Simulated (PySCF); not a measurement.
## Vibration and rotation of AgP

PBE0 constants of AgP, ³Σ⁻ (triplet), unpaired electrons π ↑↑ (basis Ag x2c-TZVPPall, P x2c-TZVPPall; spin-free X2C with a Gaussian nucleus; PySCF 2.14; masses 106.9051 and 30.9738 u):

| Property | Result |
| --- | --- |
| ωe | 302.0 cm⁻¹ |
| ωexe | 1.16 cm⁻¹ |
| Be | 0.12827 cm⁻¹ |
| αe | 0.000715 cm⁻¹ |
| D (centrifugal) | 9.26e-08 cm⁻¹ |
| De to Ag (4d10 5s1) + P | 1.70 eV |

(1) Give the vibrational terms G(v) and spacings up to v = 6.

(2) How well does the Morse estimate ωe²/(4ωexe) reproduce De, and what is D0?

These are scalar-relativistic numbers at best; spin–orbit coupling would shift them, the dissociation energy most. The state is the lowest single determinant that the PBE0 search found; with open d or f shells the true ground state can be another one.

## Answers

(1) G(v) = ωe(v+½) − ωexe(v+½)².

```tsv
v	G(v) (cm⁻¹)	G(v) − G(v−1)	Bv (cm⁻¹)
0	150.7		0.1279
1	450.4	299.7	0.1272
2	747.8	297.4	0.1265
3	1042.8	295.0	0.1258
4	1335.5	292.7	0.1251
5	1625.9	290.4	0.1243
6	1914.0	288.1	0.1236
```

(2) It gives 2.44 eV, 143 % of the computed De. D0 = De − G(0) = 1.70 − 0.02 = 1.68 eV.
